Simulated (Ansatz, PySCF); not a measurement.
Gas-phase reaction (SMILES): C=CCB(Cl)CC=C [chloro-bis(prop-2-enyl)borane] + O (H2O) -> C=CCB(O)CC=C [bis(prop-2-enyl)borinic acid] + Cl (HCl); water cleaves one B-Cl bond, a model of a ligand-exchange step.

Each molecule is optimised on its own at B3LYP-D3(BJ)/def2-TZVP (Ansatz, an electronic-structure program), one conformer each, not searched for the lowest. Valence correlation only, unless marked. Spin-orbit coupling is left out. Non-relativistic. CBS(X,Y): correlation extrapolated as X^-3; Hartree-Fock from the larger set. [CCSD(T)-MP2]/basis is that difference in the basis named. Thermal terms are rigid-rotor harmonic-oscillator values from B3LYP-D3(BJ) frequencies (Ansatz or PySCF) at 298.15 K and 1 atm. 1 Eh = 627.5095 kcal/mol.

```json
[
 {"species": "C=CCB(Cl)CC=C", "E, RI-MP2/CBS(aug-cc-pV(T+d)Z,aug-cc-pV(Q+d)Z)+[CCSD(T)-MP2]/aug-cc-pV(T+d)Z (Ansatz) (Eh)": "-718.91611", "E, r2SCAN-D4/def2-TZVPD (Ansatz + dftd4) (Eh)": "-719.62730", "H - E (Eh)": "0.15722"},
 {"species": "O (H2O)", "E, RI-MP2/CBS(aug-cc-pV(T+d)Z,aug-cc-pV(Q+d)Z)+[CCSD(T)-MP2]/aug-cc-pV(T+d)Z (Ansatz) (Eh)": "-76.37791", "E, r2SCAN-D4/def2-TZVPD (Ansatz + dftd4) (Eh)": "-76.42298", "H - E (Eh)": "0.02495"},
 {"species": "C=CCB(O)CC=C", "E, RI-MP2/CBS(aug-cc-pV(T+d)Z,aug-cc-pV(Q+d)Z)+[CCSD(T)-MP2]/aug-cc-pV(T+d)Z (Ansatz) (Eh)": "-334.93318", "E, r2SCAN-D4/def2-TZVPD (Ansatz + dftd4) (Eh)": "-335.28290", "H - E (Eh)": "0.17084"},
 {"species": "Cl (HCl)", "E, RI-MP2/CBS(aug-cc-pV(T+d)Z,aug-cc-pV(Q+d)Z)+[CCSD(T)-MP2]/aug-cc-pV(T+d)Z (Ansatz) (Eh)": "-460.37874", "E, r2SCAN-D4/def2-TZVPD (Ansatz + dftd4) (Eh)": "-460.78611", "H - E (Eh)": "0.01000"}
]
```

Task: Work out ΔE and ΔH at 298.15 K at the first level, then ΔH at the second.

Result: 
1. ΔE = [(-334.93318) + (-460.37874)] - [(-718.91611) + (-76.37791)] = -0.01790 Eh = -11.2 kcal/mol at RI-MP2/CBS(aug-cc-pV(T+d)Z,aug-cc-pV(Q+d)Z)+[CCSD(T)-MP2]/aug-cc-pV(T+d)Z.
2. The terms H - E add up to -0.00133 Eh, so ΔH = (-0.01790 + (-0.00133))×627.5095 = -12.1 kcal/mol.
3. At r2SCAN-D4/def2-TZVPD the same steps give ΔE = -11.8 and ΔH = -12.6 kcal/mol, a shift of -0.5 from the first level.
4. These values are not checked against measurement here, since the tables used lack a sound gas-phase enthalpy of formation for at least one species.
